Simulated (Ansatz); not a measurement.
Species: InI (charge 0, triplet). This is an excited triplet: at this geometry the singlet lies 2.95 eV lower at CCSD(T)/CBS(def2-TZVPPD,def2-QZVPPD). 
Structure (B3LYP-D3(BJ)/def2-TZVP (Ansatz, a program for electronic structure) minimum search):
```
In
I 1 2.8002
```
Charge 0, spin multiplicity 3.

Basis-set convergence of Hartree-Fock and CCSD correlation energies (hartree) with Ansatz. Cores are frozen in the correlated levels unless marked. Open shells are spin-unrestricted. Spin-orbit coupling is left out. Frozen are the shells of the preceding noble gas and the d and f shells that filled before the atom's block. In def2 rows, elements after Kr have scalar-relativistic effective core potentials.

```json
[
 {"basis": "def2-SVP", "functions": "52", "E(HF)": "-485.86379", "E(corr, CCSD)": "-0.13341"},
 {"basis": "def2-TZVPP", "functions": "100", "E(HF)": "-485.87845", "E(corr, CCSD)": "-0.18138"},
 {"basis": "def2-QZVPP", "functions": "164", "E(HF)": "-485.88050", "E(corr, CCSD)": "-0.20216"}
]
```

Extrapolating the two largest sets (X = 3 and 4) as X^-3: E(corr) = (64·(-0.20216) - 27·(-0.18138))/37 = -0.2173 Eh, an estimate of the basis-set limit. The largest set recovers 93.0 % of it, the smallest 61.4 %.
